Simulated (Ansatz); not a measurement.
Reaction (ligand exchange at the Si–O bond): `[NH2][Zn][O][SiH3]` + `[OH][Sc]([F])[Cl]` → `[F][Sc]([Cl])[O][SiH3]` + `[NH2][Zn][OH]`

Program: Ansatz. Geometries: PBE0-D4/def2-TZVP. ΔE: electronic, gas phase. CCSD(T)/CBS is the MP2 limit (def2-TZVPP, def2-QZVPP) plus CCSD(T) − MP2 in def2-TZVPP, frozen cores. Functionals use def2-TZVPP. HSE06 is defined as in plane-wave codes. For Sc, Zn outer-core shells are correlated without core-valence functions, which leaves a few kJ/mol of doubt a bond. Scalar relativity is left out up to krypton. Each species was taken in one conformer, which may not be the lowest.

```tsv
level	ΔE (kJ/mol)	difference from CCSD(T)/CBS
LDA (SPW92)	-0.1	1.5
BLYP-D4	-3.3	-1.7
B97M-V	0.8	2.4
ωB97M-V	3.2	4.8
PBE-QIDH	3.0	4.6
HSE06	1.0	2.6
RPA@PBE/def2-TZVPP	1.3	2.9
HF/def2-SVP	16.6	18.2
HF/CBS(def2)	6.7	8.3
MP2/CBS(def2)	-1.8	-0.2
CCSD(T)/CBS	-1.6	0
```

Largest T1 diagnostic among the species: 0.017.

From r2SCAN to r2SCAN0 (25 % exact exchange), in def2-TZVPP and without D4, ΔE moves by +3.2 kJ/mol. Leaving LDA and LC-ωPBE aside and taking each functional with its dispersion term where it has one, the values, not all of them listed here, spread over 7.5 kJ/mol, from revPBE-D4 to BHLYP-D4. LDA lies +3.0 kJ/mol from PBE without D4.
